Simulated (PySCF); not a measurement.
## RuBr₂, triplet: data card

Computed with UPBE/[Ru def2-SVP with ECP28, Br def2-SVP], scalar-relativistic core potentials, density fitting, no spin–orbit coupling, PySCF.

The structure is a minimum.

```xyz
3
charge 0 multiplicity 3, angstrom
Ru    0.0000    0.0000   -0.7604
Br    1.9684    0.0000    0.4910
Br   -1.9684    0.0000    0.4910
```

```json
{
  "Point group": "C2v",
  "Bond lengths": "Ru–Br 2.332 Å (×2)",
  "Bond angles": "Br–Ru–Br 115.1°",
  "Rotational constants": "0.1739, 0.02756, 0.02379 cm⁻¹",
  "Principal polarisabilities": "72.8, 104.9, 540.8 bohr³",
  "Zero-point energy": "3.7 kJ/mol",
  "Principal quadrupole moments (Buckingham, traceless) about the centre of mass": "-1.43, -0.31, 1.74 D Å",
  "Atomisation energy without zero-point energy": "634 kJ/mol",
  "Entropy at 298.15 K and 1 bar (electronic part: spin only)": "335.2 J/(mol K)",
  "Spin squared ⟨S²⟩": "2.012",
  "Rotational symmetry number": "2",
  "Enthalpy at 298.15 K above 0 K": "14.39 kJ/mol",
  "Highest occupied level (β)": "-5.24 eV",
  "Heat capacity Cp at 298.15 K": "55.7 J/(mol K)",
  "Dipole moment": "1.30 D",
  "Lowest empty level (α)": "-5.11 eV"
}
```

Harmonic modes (masses in u: Ru 101.904, Br 78.918):
```json
{"symmetry": "a1", "ω (cm⁻¹)": "54", "IR (km/mol)": "1.7", "μ (u)": "84.59"}
{"symmetry": "a1", "ω (cm⁻¹)": "262", "IR (km/mol)": "11.2", "μ (u)": "84.86"}
{"symmetry": "b2", "ω (cm⁻¹)": "310", "IR (km/mol)": "21.7", "μ (u)": "89.51"}
```

In C2v the vibrations span 2a1 + b2. Here b1 is antisymmetric to the molecular plane and b2 lies in it.

Charges (e):
| atom | Mulliken | Löwdin | polar tensor | spin (Mulliken) | Mayer order to Ru1 |
| --- | --- | --- | --- | --- | --- |
| Ru1 | 0.17 | -0.49 | 0.75 | 1.86 | – |
| Br2,3 | -0.08 | 0.24 | -0.37 | 0.07 | 1.41 |

Mulliken populations on Ru1 (electrons outside its core potential): s 2.58, p 6.36, d 6.88, f 0.00.

This need not be the most stable arrangement of these atoms. Other spin states or occupations of the open shell can lie lower. At this level a quintet minimum of D∞h symmetry lies 76 kJ/mol below this structure.

The final relaxation and frequency run took roughly 100 core-seconds on a shared host.
